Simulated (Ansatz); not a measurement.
Question: Name a neutral molecule of Al, Ge, N, O and H with HOMO–LUMO gap (B3LYP/def2-TZVPP) between 4.70 and 5.00 eV and LUMO energy (PBE0/def2-TZVPP) between -1.30 and -1.00 eV (Ansatz, PBE0-D4/def2-TZVP geometry).

Answer: `[OH][GeH]1[NH][AlH]1` (4.96 eV, -1.25 eV). Other molecules can fit too; these were computed, each in one conformer that needn't be the lowest.

B3LYP here is the variant with VWN-RPA as its local correlation; programs differ in this.
